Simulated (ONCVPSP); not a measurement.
# Logarithmic derivatives: germanium (Ge), ONCV

```
Element                 : germanium
Generator               : ONCVPSP 4.0.1
Type                    : optimised norm-conserving Vanderbilt (ONCV)
Functional              : PBE
Relativity              : scalar-relativistic
Frozen core             : [Ar] 3d10
Valence charge          : 4
Reference configuration : 4s1.75 4p2.25
Partial waves           : 4s: rc 1.85 bohr, ncon 4, nbas 7, qcut 3.1 1/bohr, 2 projectors, debl 3.8 Ha; 4p: rc 2.30 bohr, ncon 4, nbas 7, qcut 3.1 1/bohr, 3 projectors, debl 3.6 Ha; d scattering state at 0.08 Ha: rc 2.10 bohr, ncon 4, nbas 7, qcut 4.7 1/bohr, 2 projectors, debl 1.6 Ha
Local potential         : polynomial inside 1.35 bohr (lpopt 4, dvloc0 1 Ha)
Core correction         : Teter function, fcfact 4.75, rcfact 1.15
```

The phase is arctan(r·R′/R) of the radial function R(r), unwrapped; energies in Ha, scanned from -2 to 5 Ha. A pole is an energy at which the radial function vanishes at the test radius. The pseudo phase is shifted by a multiple of π to meet the all-electron one at the reference energy, and phase errors are pseudo minus all-electron; the curves can meet again beyond the range given. Levels narrower than the energy grid can be missing from the lists of poles.

```
channel  radius (bohr)  reference energy (Ha)  poles, all-electron  poles, pseudo  unbroken range about the reference energy with phases within 0.05 rad  phase error 1 Ha above the reference energy (rad)
      s           1.87                  -0.44                 1.44           1.43                                                              below 4.3                                             -0.001
      p           2.34                  -0.15                 0.92           0.92                                                        the whole range                                             -0.000
      d           2.13                   0.08          -1.06, 2.62     0.05, 2.71                                                             0.1 to 3.4                                             +0.009
```

Note: no bound ghost flagged; GHOST(+) flagged for d at 1.68 eV, s at 163.7 eV.

Phases in the p channel:

| E (Ha) | all-electron | pseudo |
| --- | --- | --- |
| -1.98 | 1.254 | 1.254 |
| -1.80 | 1.228 | 1.227 |
| -1.62 | 1.194 | 1.194 |
| -1.44 | 1.151 | 1.151 |
| -1.26 | 1.092 | 1.092 |
| -1.08 | 1.007 | 1.007 |
| -0.90 | 0.877 | 0.876 |
| -0.72 | 0.657 | 0.657 |
| -0.54 | 0.270 | 0.270 |
| -0.36 | -0.300 | -0.300 |
| -0.18 | -0.799 | -0.799 |
| 0.00 | -1.098 | -1.098 |
| 0.18 | -1.271 | -1.271 |
| 0.36 | -1.381 | -1.381 |
| 0.54 | -1.458 | -1.458 |
| 0.72 | -1.516 | -1.517 |
| 0.90 | -1.565 | -1.565 |
| 1.08 | -1.608 | -1.608 |
| 1.26 | -1.649 | -1.649 |
| 1.44 | -1.690 | -1.691 |
| 1.62 | -1.737 | -1.737 |
| 1.80 | -1.792 | -1.792 |
| 1.98 | -1.863 | -1.864 |
| 2.16 | -1.966 | -1.966 |
| 2.34 | -2.133 | -2.133 |
| 2.52 | -2.441 | -2.442 |
| 2.70 | -3.013 | -3.014 |
| 2.88 | -3.666 | -3.667 |
| 3.06 | -4.058 | -4.058 |
| 3.24 | -4.260 | -4.260 |
| 3.42 | -4.377 | -4.377 |
| 3.60 | -4.452 | -4.452 |
| 3.78 | -4.505 | -4.505 |
| 3.96 | -4.544 | -4.544 |
| 4.14 | -4.575 | -4.575 |
| 4.32 | -4.600 | -4.600 |
| 4.50 | -4.621 | -4.621 |
| 4.68 | -4.639 | -4.639 |
| 4.86 | -4.655 | -4.655 |
